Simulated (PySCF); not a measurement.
Al(Me)(OH)(PH2) (CH6AlOP), SMILES [CH3][Al]([OH])[PH2]. Heavy atoms are numbered as in [Al:1]([CH3:2])([OH:6])[PH2:8]. Hydrogens are named by the atom that carries them.

Coordinates come from a r2SCAN-D4/def2-SVP optimisation. Other conformers were not sampled.

Calculation: PBE/pcSseg-1 (PySCF).

GIAO shieldings, no solvent; atoms alike by connectivity are averaged. δ = σ(ref) − σ: ¹³C against TMS (σ = 182.0 ppm); ¹H against TMS (σ = 31.49 ppm); ¹⁷O against H2O (σ = 334.3 ppm); ³¹P against PH3 (σ = 576.8 ppm), references at their B3LYP-D3(BJ)/def2-TZVP geometries, non-relativistic.

Computed chemical shifts:
```csv
nucleus,atoms,count,δ (ppm)
¹³C,C2 (CH3),1,-7.0
¹H,H on O6,1,3.51
¹H,H on P8,2,1.18
¹H,H on C2,3,0.05
¹⁷O,O6 (OH),1,105.6
³¹P,P8 (PH2),1,-33.6
```
